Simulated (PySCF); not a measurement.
**From a computed spectrum to the compound**

A species of 7 atoms with charge 0 has these harmonic modes (PBE0, small Gaussian bases with core potentials, PySCF 2.14.0):

```
cm⁻¹  km/mol  symmetry
  26    19.4         a
  63     5.0         e
  63     5.0         e
 181    58.5         a
 208     0.0         e
 208     0.0         e
 292     0.0         a
 314    62.0         e
 314    62.0         e
 368     0.0         a
 425    35.9         e
 425    35.9         e
2684     2.4         e
2684     2.4         e
2684     0.0         a
```

Question: Which species is it, and in which structure?

Answer: Dy(SH)3 (singlet in the valence; each metal's 4f electrons, 9 of them, lie in its core potential, out of spins and levels):
```xyz
7

Dy    0.0000    0.0000   -0.0190
S     2.5428    0.4168    0.0310
H     2.8562   -0.9019    0.0501
S    -1.6323    1.9937    0.0310
H    -0.6470    2.9245    0.0501
S    -0.9105   -2.4105    0.0310
H    -2.2092   -2.0225    0.0501
```
Ideal gas at 298.15 K and 1 bar: S = 426.3 J/(mol K), Cp = 120.3 J/(mol K), H − H(0 K) = 26.6 kJ/mol (rigid rotor, harmonic modes, spin degeneracy alone, that of the 4f electrons in the core included; the modes under 60 cm⁻¹ make these uncertain). An lcecp potential fixes the number of 4f electrons, so in runs with it no electron can move into or out of that shell.
 The answer isn't unique; the calculation gave this one.
